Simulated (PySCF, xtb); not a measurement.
2-pyrimidin-2-yl-1,3,4-oxadiazole (C₆H₄N₄O), SMILES c1(ocnn1)-c1ncccn1.

GFN2-xTB in xtb 6.7.1 at its own geometry gives an orbital gap of 2.18 eV and a dipole moment of 4.70 D.

The structure is a stationary point at ωB97X-D3(BJ)/def2-SVP. The values are those of a single conformer.

What does PySCF with PBE/def2-SVP give? (Estimate from the structure and the level; the computed values follow.)

gap 3.12 eV (levels -5.96 and -2.85 eV), dipole 4.46 D.
